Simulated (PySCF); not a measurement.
Compound: C7H9BO2.
Structure used (PBE0-D3(BJ)/def2-SVP), in Å, numbered top down from 1:
```xyz
19
C7H9BO2 angstrom
C     -1.8972   -0.7163    1.9406
C     -2.1210   -0.6725    0.6213
C     -1.1287   -0.5264   -0.4504
C     -1.4212   -0.8896   -1.7150
C      0.2215    0.0425   -0.2178
C      0.4837    1.0180    0.7600
C      1.8202    1.2571    1.0645
O      2.7938    0.8358    0.3669
B      2.4835    0.3475   -1.0490
O      1.1561   -0.4051   -0.9641
H     -0.8979   -0.6182    2.3708
H     -2.7244   -0.8772    2.6357
H     -3.1462   -0.8204    0.2641
H     -0.6763   -0.8021   -2.5079
H     -2.4100   -1.2778   -1.9718
H     -0.3099    1.4230    1.3822
H      2.0940    1.7935    1.9860
H      3.3481   -0.4231   -1.4018
H      2.3053    1.3370   -1.7495
```

Computed at PBE0/pcSseg-1 (PySCF, non-relativistic), with Q(17O) = −0.0256 b, Q(11B) = 0.04059 b: O8, 17O (I = 5/2): χzz = -7.055 MHz, η = 0.757; B9, 11B (I = 3/2): χzz = -2.681 MHz, η = 0.770; O10, 17O (I = 5/2): χzz = -7.536 MHz, η = 0.640.

Find the zero-field quadrupole resonance frequencies of 17O at O8.

From the eigenvalues of H = χ/[4I(2I − 1)] × [3Iz² − I(I + 1) + η(Ix² − Iy²)], steps between neighbouring levels, labelled as for η = 0: ±1/2↔±3/2 1.580 MHz, ±3/2↔±5/2 1.942 MHz (oxygen bonded to B and C).

Where would the pure quadrupole (NQR) lines of 11B at B9 fall for the rigid, isolated species?

From ν = (|χ|/2)√(1 + η²/3): ν = 1.467 MHz (four-coordinate boron).

Find the zero-field quadrupole resonance frequencies of 17O at O10.

From the eigenvalues of H = χ/[4I(2I − 1)] × [3Iz² − I(I + 1) + η(Ix² − Iy²)], steps between neighbouring levels, labelled as for η = 0: ±1/2↔±3/2 1.552 MHz, ±3/2↔±5/2 2.116 MHz (boron-bound oxygen).

In a crystal, neighbours and librations shift these lines. The small basis limits the accuracy of the gradients.

One conformer stands for the species.
